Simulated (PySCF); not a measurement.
Gas-phase reaction: HfI4 + 4 Cl2 → HfCl4 + 4 ICl

Energies from PySCF, thermal terms from the rigid-rotor harmonic-oscillator model, ideal gas at 1 bar. † marks an energy on the PBE0/def2-TZVP geometry and frequencies. All species are closed-shell singlets. Hf, I: scalar-relativistic def2 core potential, no spin-orbit coupling.

PBE0/def2-SVP† gives ΔH°(298 K) = -487 kJ.

Task: What do ωB97M-V/def2-TZVP†, ωB97X-V/def2-TZVP†, PBE0/def2-QZVP† give?

Result: ωB97M-V/def2-TZVP†: -450 kJ; ωB97X-V/def2-TZVP†: -459 kJ; PBE0/def2-QZVP†: -440 kJ. For scale, ΔH°(298 K) is -487 kJ at this level, -450 kJ at ωB97M-V/def2-TZVP†, and runs from -488 to -389 kJ over the 16 levels computed.
